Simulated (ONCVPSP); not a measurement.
# u(r) = r·R(r): atom against pseudo-atom (C)

Columns: radius, all-electron u(r) and pseudo u(r) of the 2s shell (level -13.80 eV) of carbon in the configuration [He] 2s2 2p2; PW91, scalar-relativistic, ONCV scheme, ONCVPSP 4.0.1.

```
r (bohr)  all-electron  pseudo
   0.085       -0.3115  0.0669
   0.170       -0.3394  0.1296
   0.255       -0.2338  0.1911
   0.340       -0.0740  0.2578
   0.425        0.0981  0.3297
   0.510        0.2611  0.4001
   0.595        0.4048  0.4651
   0.680        0.5258  0.5294
   0.765        0.6236  0.5997
   0.850        0.6990  0.6735
   0.935        0.7539  0.7391
   1.020        0.7907  0.7857
   1.105        0.8120  0.8111
   1.190        0.8203  0.8202
   1.275        0.8180  0.8179
   1.360        0.8071  0.8071
   1.445        0.7895  0.7895
   1.530        0.7668  0.7668
   1.615        0.7402  0.7402
   1.700        0.7109  0.7109
   1.785        0.6797  0.6797
   1.870        0.6474  0.6474
   1.955        0.6147  0.6146
   2.040        0.5818  0.5818
   2.125        0.5494  0.5493
   2.210        0.5175  0.5175
```

Question: How many radial nodes do the two functions have?

Answer: The all-electron 2s function has n − l − 1 = 1; the pseudo-wave has 0, since the states of the same l below it are removed with the core.

Question: At about which radius was the pseudo-wave matched?

Answer: 1.30 bohr. The columns agree to 0.0005 from 1.19 bohr on; several derivatives are matched, so the curves merge somewhat inside the radius.

Question: Is the pseudo-wave norm-conserving?

Answer: Yes: the ONCV scheme keeps the norm inside the radius equal to the all-electron one, which fixes the energy derivative of the logarithmic derivative at the level.
